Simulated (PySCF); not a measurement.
**Excitation energy of O⁺ by level of theory**

O⁺ [He] 2s2 2p3 (4S) → O⁺ [He] 2s1 2p4 (4P), as a difference of total energies. Computed with PySCF 2.14 in x2c-TZVPPall with one added diffuse shell each of s, p, d type (6s4p3d1f, 40 functions), with the spin-free X2C one-electron Hamiltonian (Gaussian nucleus). Correlated levels: valence and next inner shell: nothing frozen. The calculations carry no spin-orbit coupling.

```tsv
method	excitation energy (eV)	error (eV)
UHF	14.965	+0.095
MP2 (valence and next inner shell)	14.984	+0.114
SCS-MP2 (valence and next inner shell)	14.998	+0.128
CCSD (valence and next inner shell)	14.914	+0.044
CCSD(T) (valence and next inner shell)	14.902	+0.032
```

Reference: 14.870 eV (measured; NIST levels, between the centres of gravity of the two terms).

Errors of the correlated levels include the incompleteness of this basis.
